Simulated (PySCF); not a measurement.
**Neon: a sound run and one with changed settings**

Sound run: Ne²⁺ [He] 2s2 2p4, Ne³⁺ [He] 2s2 2p3. Computed with PySCF 2.14 in cc-pVDZ-DK (3s2p1d, 14 functions), with scalar relativity by spin-free X2C-1e. In the sound run the correlated levels freeze 1s2. The sound run starts from symmetry-adapted Hartree-Fock orbitals and uses a fine grid where one is needed.

Changed run: initial guess 1e, at most 50 SCF cycles.

| species | method | sound run (hartree) | changed run (hartree) | converged |
| --- | --- | --- | --- | --- |
| Ne²⁺ | UHF | -126.45544 | -126.45544 | yes |
| Ne²⁺ | PBE | -126.63807 | -126.63807 | yes |
| Ne²⁺ | CCSD(T) | -126.56234 | -126.56234 | yes |
| Ne³⁺ | TPSS | -124.41585 | -124.41585 | yes |
| Ne³⁺ | MP2 | -124.25583 | -124.25583 | yes |

Here the plain start reaches the same solutions.
